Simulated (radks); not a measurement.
The numbers below are computed, except where a source is named.
All-electron atom: Sb2.25+ in [Kr] 4d10 5p(up 1, down 1) 5s(up 0.5, down 0.25) (fractional occupations, a model configuration). Level of theory: scalar-relativistic Kohn-Sham, PBEsol, spin-polarised, spherical densities, finite nucleus; Fermi nuclear charge, rms radius 4.6802 fm (a radial shooting solver on a logarithmic mesh with Libxc functionals).

Normalised radial functions P(r) = r R(r), r in bohr:

r	5s up	5p up
0.004727	0.0741	0.0055
0.006304	0.0882	0.0090
0.008341	0.1010	0.0146
0.01113	0.1102	0.0234
0.01472	0.1111	0.0364
0.01963	0.0975	0.0556
0.02619	0.0629	0.0813
0.03465	0.0056	0.1108
0.04621	-0.0725	0.1395
0.06114	-0.1470	0.1529
0.08155	-0.1828	0.1316
0.1088	-0.1317	0.0567
0.1439	0.0143	-0.0638
0.1919	0.1981	-0.1883
0.256	0.2698	-0.2220
0.3387	0.1160	-0.0978
0.4518	-0.2064	0.1517
0.5978	-0.4128	0.3412
0.7973	-0.2579	0.2868
1.063	0.2157	-0.0421
1.407	0.6614	-0.4457
1.877	0.8145	-0.7109
2.503	0.6295	-0.6950
3.312	0.3210	-0.4614
4.417	0.0978	-0.1970
5.844	0.0171	-0.0521
7.795	0.0013	-0.0068

5s up: eigenvalue -32.975 eV, 4 radial nodes at r = 0.0354, 0.141, 0.378, 0.944 bohr, <r> = 2.05 bohr, 90 % of the charge inside 2.96 bohr. 5p up: eigenvalue -23.257 eV, 3 radial nodes at r = 0.125, 0.382, 1.03 bohr, <r> = 2.42 bohr, 90 % of the charge inside 3.52 bohr.
